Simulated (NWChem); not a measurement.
Basis-set dependence for CF

```xyz
2

C      0.0000     0.0000     0.7631
F      0.0000     0.0000    -0.5087
```
Charge 0, spin multiplicity 2.

The numbers come from NWChem runs, not from measurements. Structure: optimised with UB3LYP/def2-SVP, a minimum by its harmonic frequencies.

Hartree-Fock energies in Ha, correlation energies in mHa.

The correlated methods keep 2 core orbitals frozen. This spin state was chosen for the runs; another may lie lower. The structure started from a generated list of species. The unpaired electrons of the parent sit in orbitals of symmetry b2 (C2v labels of the run); other states weren't searched. No SCF solution was tested for a lower state. Open-shell Hartree-Fock references start from PBE0 orbitals. Coupled-cluster values serve here as a point of comparison, not as the truth.

```
basis    functions         UHF    UMP2  SCS-UMP2  CCSD on ROHF  CCSD[T] on ROHF  CCSD(T) on ROHF  CCSD on UHF  CCSD[T] on UHF  CCSD(T) on UHF  CCSDT on ROHF  URI-MP2
-------  ---------  ----------  ------  --------  ------------  ---------------  ---------------  -----------  --------------  --------------  -------------  -------
3-21G           18  -136.42458  -172.1    -167.9        -183.7           -190.2           -188.8       -182.0          -188.1          -186.8         -189.0  not run
cc-pVDZ         28  -137.18009  -269.9    -262.6        -292.3           -301.1           -299.6       -287.7          -296.2          -294.8         -300.1   -269.9
cc-pVTZ         60  -137.22493  -352.2    -345.6        -371.8           -386.5           -385.2       -366.6          -380.9          -379.6        not run   -352.2
cc-pVQZ        110  -137.23568  -382.6    -378.2       not run          not run          not run      not run         not run         not run        not run   -382.6
```

From cc-pVTZ to cc-pVQZ the Hartree-Fock energy moves by -10.7 mHa and the UMP2 correlation energy by -30.4 mHa, which is 8 % of its value in the larger set.
